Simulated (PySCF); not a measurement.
# C₆ coefficients of unlike pairs at MN15

Calculated with PySCF 2.14 from the dipole response of each species, C₆(A,B) = (3/π) ∫ α_A(iu) α_B(iu) du, in atomic units, from isotropic polarisabilities. For ions this is the dispersion term alone; charge-induced terms of lower order in 1/R come first.

| species | configuration | basis | relativity | α (bohr³) | C₆ (like pair) |
| --- | --- | --- | --- | --- | --- |
| Os(2+) | [Xe] 4f14 5d6 (5D) | aug-cc-pVQZ-PP with ECP60MDF (7s7p6d4f3g2h) | core potential | 11.68 | 74.06 |
| Cu+ | [Ar] 3d10 (1S) | def2-TZVPPD (6s6p4d2f1g) | none | 5.209 | 10.99 |
| In(3+) | [Kr] 4d10 (1S) | def2-TZVPPD with the def2 core potential (28 electrons) (7s5p4d2f) | core potential | 3.404 | 14.32 |

Estimate C₆ for Cu+ with Os(2+).

The integral gives 27.97. The combination rule 2 C_A C_B / (C_A α_B/α_A + C_B α_A/α_B) gives 28.22 and the geometric mean 28.53.

No spin-orbit coupling is included.

The other pairs:

| pair | C₆ |
| --- | --- |
| In(3+), Os(2+) | 30.91 |
| In(3+), Cu+ | 11.76 |
